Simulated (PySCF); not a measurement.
## Spin-Hamiltonian simulation

Molecule: `N#CCC(F)(F)F`, C₃H₂F₃N.

Geometry:
| atom | x (Å) | y (Å) | z (Å) |
| --- | --- | --- | --- |
| N1 | 2.615 | 0.100 | -0.004 |
| C2 | 1.502 | 0.349 | -0.030 |
| C3 | 0.092 | 0.667 | -0.066 |
| C4 | -0.755 | -0.596 | 0.051 |
| F5 | -0.546 | -1.244 | 1.200 |
| F6 | -2.062 | -0.297 | 0.007 |
| F7 | -0.523 | -1.461 | -0.941 |
| H8 | -0.159 | 1.327 | 0.770 |
| H9 | -0.151 | 1.161 | -1.011 |

PySCF calculation with GFN2-xTB structure, shieldings: GIAO PBE0/pcSseg-1 and J: B3LYP/pcJ-1; one averaged value for each set of equivalent atoms, one conformer, relativity neglected, no solvent.

Scale: ¹H against TMS (reference shieldings calculated alike).

Shifts (ppm): F5/F6/F7 -77.1, H8/H9 3.06.
Couplings (Hz): F5–F6, F5–F7, F6–F7: 66.2; F5–H8, F5–H9, F6–H8, F6–H9, F7–H8, F7–H9: 7.4; H8–H9: -17.5.

The 5-spin Hamiltonian (Zeeman plus full scalar coupling among like nuclei) was diagonalised exactly; lines are Lorentzian, 1.0 Hz wide, and the maxima above 3 % are listed with the tallest set to 100.

(1) Give the ¹H peak list of this spin system at 60 MHz.

(2) And at 400 MHz?

Results:

(1) 
```csv
Hz,ppm,height
194.7,3.245,34
187.3,3.122,100
179.9,2.998,100
172.5,2.875,34
```

(2) 
Hz from δ = 0 (height): 1235.1 (34), 1227.7 (100), 1220.3 (100), 1212.9 (34)
